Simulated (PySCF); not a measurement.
Ca: ionisation energy

Ca [Ar] 4s2 (1S) → Ca⁺ [Ar] 4s1 (2S), as a difference of total energies. Computed with PySCF 2.14 in x2c-TZVPPall with one added diffuse shell each of s, p, d type (7s6p4d, 45 functions), with the spin-free X2C one-electron Hamiltonian (Gaussian nucleus). Correlated levels: valence and next inner shell: [Ne] frozen. The calculations carry no spin-orbit coupling.

```
                                method  ionisation energy (eV)  error (eV)
                                   UHF                   5.139      -0.974
    MP2 (valence and next inner shell)                   5.887      -0.226
SCS-MP2 (valence and next inner shell)                   5.936      -0.177
   CCSD (valence and next inner shell)                   5.985      -0.128
CCSD(T) (valence and next inner shell)                   6.030      -0.083
```

Reference: 6.113 eV (measured; NIST Atomic Spectra Database, ionization energies).

Errors of the correlated levels include the incompleteness of this basis and the frozen core.
